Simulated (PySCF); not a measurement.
B(OH)(OMe)(NH2) (CH6BNO2), SMILES COB(N)O. Atoms are numbered in the order given.

```xyz
11

B     -0.0560     0.5260     0.0000
O     -0.8608     1.6497     0.0000
H     -0.3467     2.4726     0.0000
O     -0.7436    -0.6723     0.0000
C     -0.0618    -1.8992     0.0000
H      0.5835    -2.0296    -0.9019
H     -0.8055    -2.7220     0.0000
H      0.5835    -2.0296     0.9019
N      1.3718     0.5802     0.0000
H      1.9592    -0.2511     0.0000
H      1.9089     1.4446     0.0000
```

Geometry: PBE-D3(BJ)/def2-SVP. Other conformers were not sampled.

These are PBE-D3(BJ)/def2-SVP (PySCF) values and carry that method's errors.

No scaling factor is applied to the harmonic values.

```tsv
mode	ν (cm⁻¹)	IR (km/mol)	moving atoms (share of kinetic energy)
1	115	0.4	O 52 %, H 34 %, C 12 %
2	128	0.2	H 86 %
3	239	0.8	C 31 %, H 29 %, N 25 %, O 12 %
4	249	104.7	H 81 %, N 18 %
5	329	126.1	H 96 %
6	398	7.4	O 43 %, H 30 %, N 16 %
7	476	8.3	O 51 %, H 19 %, C 14 %, B 9 %
8	487	38.7	H 90 %, O 10 %
9	625	25.0	B 81 %, O 13 %
10	798	4.6	O 44 %, N 28 %, H 16 %, C 10 %
11	842	11.3	H 69 %, N 21 %, O 10 %
12	965	125.2	H 68 %, O 20 %
13	1126	62.5	O 36 %, H 31 %, C 31 %
14	1137	0.3	H 76 %, C 19 %
15	1180	38.4	H 53 %, C 22 %, O 18 %
16	1361	163.7	H 43 %, B 36 %, O 10 %, C 9 %
17	1395	368.2	B 56 %, H 27 %, O 13 %
18	1422	4.1	H 97 %
19	1429	14.6	H 92 %
20	1465	141.2	H 54 %, B 29 %, O 13 %
21	1550	218.7	H 67 %, N 19 %, B 13 %
22	2899	69.3	H 97 %
23	2960	57.4	H 90 %, C 10 %
24	3038	29.7	H 91 %, C 9 %
25	3544	20.3	H 96 %
26	3641	18.7	H 91 %, N 9 %
27	3792	43.2	H 94 %
```
